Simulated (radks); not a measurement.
Ionisation of the nitrogen ion N2+, [He] 2s2 2p1, to [He] 2s2 as the strength of local exchange is varied. Method: scalar-relativistic Kohn-Sham, Slater X-alpha exchange (alpha = 2/3 is LDA exchange), no correlation, spin-polarised, spherical densities, point nucleus; open shells are filled with parallel spins first; computed with a radial shooting solver on a logarithmic mesh with Libxc functionals.

| alpha | E(N2+) (hartree) | exchange (hartree) | IE (eV) | -e of the level emptied (eV) | <r> of it (bohr) |
|---|---|---|---|---|---|
| 0.667 | -52.16423 | -4.95325 | 46.311 | 37.316 (2p) | 1.131 |
| 0.668 | -52.17166 | -4.96113 | 46.331 | 37.337 (2p) | 1.130 |
| 0.679 | -52.25340 | -5.04797 | 46.557 | 37.563 (2p) | 1.128 |
| 0.71 | -52.48421 | -5.29359 | 47.197 | 38.205 (2p) | 1.120 |
| 0.831 | -53.39144 | -6.26495 | 49.739 | 40.763 (2p) | 1.093 |
| 0.886 | -53.80715 | -6.71312 | 50.917 | 41.953 (2p) | 1.081 |
| 1.023 | -54.85169 | -7.84755 | 53.911 | 44.990 (2p) | 1.053 |
| 1.044 | -55.01295 | -8.02371 | 54.378 | 45.465 (2p) | 1.049 |

NIST Atomic Spectra Database: 47.445 eV (semi-empirical). The Delta-SCF value meets it near alpha = 0.72. Open shells are spherical and high-spin; term and fine-structure splittings are not resolved.
